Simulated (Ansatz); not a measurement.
Geometry optimisation of the cluster NbTe₂⁺.

```yaml
crystal:
  periodic: [false, false, false]
  atoms:
    - {symbol: Nb, position_ang: [0.190062, -0.548147, -0.797599]}
    - {symbol: Te, position_ang: [-1.841543, 0.761617, -0.352447]}
    - {symbol: Te, position_ang: [1.651470, -0.213470, 1.150046]}
basis:
  gaussian: {orbitals: def2-TZVP}
total_charge: 1
magnetization: {spin_polarized: true, initial_magnetization: 4}
hamiltonian: {xc: r2scan, dispersion: d4}
scf: {lower_state_search: "off"}
output: {orbitals: {seedname: orbitals}}
relax: {f_tol: 0.02, max_steps: 100}
```

```sh
$ ansatz run in.yaml --threads 4 --pin off --events-out ev --progress --plain --max-ram 3916MiB
```

Output, abridged:

```
Functional definition: r2SCAN
mean field -16135.42591101 eV, -592.9659652451 hartree, gradient 2.0e-6 eV, S^2 6.038781; 0 other end points of the search recorded, 0 dependent functions left out
WARN: the results are in doubt because the forces break the atoms' symmetry
relax step   1: F+E_penalty+E_count = -16135.45173487 eV  Δ(F+E_penalty+E_count) = +0.000e0 eV  max|allowed force component| = 2.858e0 eV/Å  Δτ_max = 0.0000 Å  (68 SCF iters, accepted)
mean field -16135.86572035 eV, -592.9821279402 hartree, gradient 3.7e-6 eV, S^2 6.105460; 0 other end points of the search recorded, 0 dependent functions left out
relax step   2: F+E_penalty+E_count = -16135.89128049 eV  Δ(F+E_penalty+E_count) = -4.395e-1 eV  max|allowed force component| = 1.082e0 eV/Å  Δτ_max = 0.1999 Å  (49 SCF iters, accepted)
mean field -16136.04311649 eV, -592.9886471280 hartree, gradient 4.0e-6 eV, S^2 6.093170; 0 other end points of the search recorded, 0 dependent functions left out
relax step   3: F+E_penalty+E_count = -16136.06908865 eV  Δ(F+E_penalty+E_count) = -1.778e-1 eV  max|allowed force component| = 6.363e-1 eV/Å  Δτ_max = 0.1979 Å  (42 SCF iters, accepted)
mean field -16136.13156031 eV, -592.9918973787 hartree, gradient 6.9e-6 eV, S^2 6.089037; 0 other end points of the search recorded, 0 dependent functions left out
relax step   4: F+E_penalty+E_count = -16136.15775786 eV  Δ(F+E_penalty+E_count) = -8.867e-2 eV  max|allowed force component| = 3.329e-1 eV/Å  Δτ_max = 0.1972 Å  (43 SCF iters, accepted)
mean field -16136.20219933 eV, -592.9944933146 hartree, gradient 2.4e-6 eV, S^2 6.116259; 0 other end points of the search recorded, 0 dependent functions left out
relax step   5: F+E_penalty+E_count = -16136.22834285 eV  Δ(F+E_penalty+E_count) = -7.058e-2 eV  max|allowed force component| = 4.505e-1 eV/Å  Δτ_max = 0.1248 Å  (52 SCF iters, accepted)
mean field -16136.57852574 eV, -593.0083230551 hartree, gradient 2.0e-6 eV, S^2 6.060654; 0 other end points of the search recorded, 0 dependent functions left out
relax step   6: F+E_penalty+E_count = -16136.60470972 eV  Δ(F+E_penalty+E_count) = -3.764e-1 eV  max|allowed force component| = 1.172e0 eV/Å  Δτ_max = 0.1950 Å  (44 SCF iters, accepted)
mean field -16136.47815850 eV, -593.0046346271 hartree, gradient 3.1e-6 eV, S^2 6.049612; 0 other end points of the search recorded, 0 dependent functions left out
relax step   7: F+E_penalty+E_count = -16136.50437918 eV  Δ(F+E_penalty+E_count) = +1.003e-1 eV  max|allowed force component| = 2.897e0 eV/Å  Δτ_max = 0.1951 Å  (44 SCF iters, rejected (line search))
mean field -16136.75964715 eV, -593.0149791444 hartree, gradient 2.6e-6 eV, S^2 6.047852; 0 other end points of the search recorded, 0 dependent functions left out
relax step   8: F+E_penalty+E_count = -16136.78584264 eV  Δ(F+E_penalty+E_count) = -1.811e-1 eV  max|allowed force component| = 3.451e-1 eV/Å  Δτ_max = 0.0843 Å  (40 SCF iters, accepted)
mean field -16136.76835150 eV, -593.0152990233 hartree, gradient 6.9e-6 eV, S^2 6.045708; 0 other end points of the search recorded, 0 dependent functions left out
relax step   9: F+E_penalty+E_count = -16136.79455466 eV  Δ(F+E_penalty+E_count) = -8.712e-3 eV  max|allowed force component| = 2.933e-1 eV/Å  Δτ_max = 0.0489 Å  (34 SCF iters, accepted)
mean field -16136.74644791 eV, -593.0144940810 hartree, gradient 2.0e-6 eV, S^2 6.052355; 0 other end points of the search recorded, 0 dependent functions left out
relax step  10: F+E_penalty+E_count = -16136.77264192 eV  Δ(F+E_penalty+E_count) = +2.191e-2 eV  max|allowed force component| = 3.040e-1 eV/Å  Δτ_max = 0.0700 Å  (36 SCF iters, rejected (line search))
mean field -16136.77265723 eV, -593.0154572560 hartree, gradient 3.1e-6 eV, S^2 6.046413; 0 other end points of the search recorded, 0 dependent functions left out
relax step  11: F+E_penalty+E_count = -16136.79885609 eV  Δ(F+E_penalty+E_count) = -4.301e-3 eV  max|allowed force component| = 1.656e-2 eV/Å  Δτ_max = 0.0178 Å  (38 SCF iters, accepted)
Total energy: -16136.79887456 eV, -593.0164207251 hartree
Atom 0 at     0.413702    -0.925533    -1.260811 Å, force    -0.000063    -0.002046    -0.003692 eV/Å
Atom 1 at    -1.383684     0.788317     0.118936 Å, force     0.016558    -0.004125     0.008005 eV/Å
Atom 2 at     0.969971     0.137216     1.141875 Å, force    -0.016495     0.006171    -0.004313 eV/Å
Dipole moment:     0.209082    -0.613994    -0.896944 e Å
Checks for a lower state left out: stability, starts, cluster_reference, orbital_swaps, neighbouring_geometries, increment
```

It took 52 s on 4 threads of Arm Neoverse V2 on a shared host.

In the def2 sets Nb, Te take a core potential; there is no spin–orbit coupling. The relaxation made no stability test and no search for a lower SCF solution. At r2SCAN-D4/def2-TZVP a triplet of charge 1 lies 0.49 eV below the quintet, each at its own geometry. The structure comes from a short search, and lower isomers may exist.
